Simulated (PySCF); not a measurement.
Estimate the missing entries of this data sheet.

Compound: C₅H₁₁PSi.
InChI=1S/C5H11PSi/c1-4-5-7(2,3)6/h6H2,1-3H3

Conformer (atom-mapped SMILES and torsion angles): `[CH3:1][C:2]#[C:3][Si:4]([CH3:5])([CH3:6])[PH2:7]`: H–P7–Si4–C3 46°, H–P7–Si4–C3 -46°.

```csv
property,level,value
point group of the GFN2-xTB geometry,GFN2-xTB,?
"rotational constants A, B, C of the GFN2-xTB geometry",GFN2-xTB,"2.113, 0.916, 0.817 GHz"
dipole moment,CAM-B3LYP/def2-SVPD,?
HOMO energy,CAM-B3LYP/def2-SVPD,-8.20 eV
LUMO energy,CAM-B3LYP/def2-SVPD,0.98 eV
lowest singlet excitation,TDDFT CAM-B3LYP/def2-SVPD,"6.01 eV (206 nm, f = 0.000)"
strongest line among the 8 lowest singlet transitions,TDDFT CAM-B3LYP/def2-SVPD,?
lowest triplet excitation (Tamm–Dancoff),TDA CAM-B3LYP/def2-SVPD,?
static isotropic polarisability,CAM-B3LYP/def2-SVPD,114.8 au
electronic spatial extent ⟨r²⟩ about the centre of nuclear charge,CAM-B3LYP/def2-SVPD,?
13C chemical shifts (computed TMS as zero) by class,GIAO PBE0/pcSseg-1,?
1H chemical shifts (computed TMS as zero) by class,GIAO PBE0/pcSseg-1,?
"isotropic shieldings of nuclei other than C and H, by class",GIAO PBE0/pcSseg-1,"369 (1 Si), 592 (1 P) ppm"
```

Gas-phase values; electronic properties from PySCF, density fitting. Isolated species at its GFN2-xTB geometry (one conformer only). NMR classes are plain means over equivalent atoms (diastereotopic ones count apart unless rotation or inversion swaps them), as if these changed places fast; in this geometry the members of some classes differ.

Question: What are the 13C chemical shifts (computed TMS as zero) by class?

Answer: 113.9 (1 C), 89.5 (1 C), 6.0 (1 C), 2.1 (2 C) ppm.

Question: What is the strongest line among the 8 lowest singlet transitions?

Answer: S6 at 7.11 eV (174 nm, f = 0.499).

Question: Give the 1H chemical shifts (computed TMS as zero) by class.

Answer: 2.05 (3 H), 1.19 (2 H), 0.27 (6 H) ppm.

Question: Give the point group of the GFN2-xTB geometry.

Answer: Cs.

Question: The dipole moment?

Answer: 1.88 D.

Question: What is the lowest triplet excitation (Tamm–Dancoff)?

Answer: 5.00 eV.

Question: The electronic spatial extent ⟨r²⟩ about the centre of nuclear charge?

Answer: 1593 bohr².

 The vertical singlet–triplet gap S1 − T1 is 1.01 eV (TDDFT singlet less Tamm–Dancoff triplet; S1: HOMO−1→LUMO+1, weight 0.30, beside HOMO→LUMO+2, weight 0.22; T1: HOMO→LUMO+1, weight 0.29). In atomic units the dipole is 0.74 e·bohr (1 au = 2.5417 D). The rotational constants make it an asymmetric top with κ = (2B − A − C)/(A − C) = -0.85, nearer the prolate limit (−1).
